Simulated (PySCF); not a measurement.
Compound: C₆H₈O₂Si.
SMILES with atom numbers: `[CH3:1][C:2](=[O:3])[O:4][C:5]1=[CH:6][CH:7]=[CH:8][SiH2:9]1`

NICS = −σ at a ghost point: NICS(0) at the centroid of the ring atoms, NICS(1) 1 Å to either side along the normal of their mean plane, zz for the tensor component along that normal. Level: GIAO PBE0/pcSseg-1 (PySCF, non-relativistic, gas phase) on the GFN2-xTB geometry, one conformer.

Ring bond lengths (Å), with Mayer bond orders in brackets: C5–C6 1.337 (1.79), C6–C7 1.453 (1.10), C7–C8 1.339 (1.84), C8–Si9 1.898 (0.84), Si9–C5 1.895 (0.82).

Q: What do the NICS probes read (ppm)?

A: 
| ring | type | NICS(0) | NICS(1), two faces | NICS(1)zz, two faces | rms pucker (Å) | centre to ring atoms, mean (Å) |
| --- | --- | --- | --- | --- | --- | --- |
| C5–C6–C7–C8–Si9 | 5-membered ring with Si; formal bonds 2 double, 3 single | -0.3 | -1.9 / -1.9 | 0.7 / 0.7 | 0.00 | 1.34 |

Q: What can be read from them?

A: 
- C5–C6–C7–C8–Si9: mean NICS(1)zz 0.7 ppm, near zero. Si9 has four or more neighbours, and the NICS criterion for π rings isn't applied.

Q: At the first NICS(1) probe listed for ring C5–C6–C7–C8–Si9, 1 Å off the ring, what do the in-plane components average?

A: The isotropic value is a third of the trace: (3 × -1.9 − (0.7))/2 = -3.2 ppm.

Q: Give the inner angles of the rings and the Hirshfeld charges of the ring atoms.

A: 
- C5–C6–C7–C8–Si9: C5 112.6° (-0.036 e), C6 113.7° (-0.066 e), C7 116.7° (-0.051 e), C8 110.7° (-0.159 e), Si9 86.2° (+0.294 e); sum 540.0° against 540° for a flat convex ring.

The run took 2.6 min wall, 2.1 min CPU (with the writing of density and orbital grids) on an Intel Xeon at 2.50 GHz with one thread, no GPU, shared host, and the process peaked at 0.89 GiB of memory. This is the whole shielding run at PBE0/pcSseg-1, SCF included.

The values belong to the conformer `[CH3:1][C:2](=[O:3])[O:4][C:5]1=[CH:6][CH:7]=[CH:8][SiH2:9]1`: C1–C2–O4–C5 180°, C2–O4–C5–C6 180°.
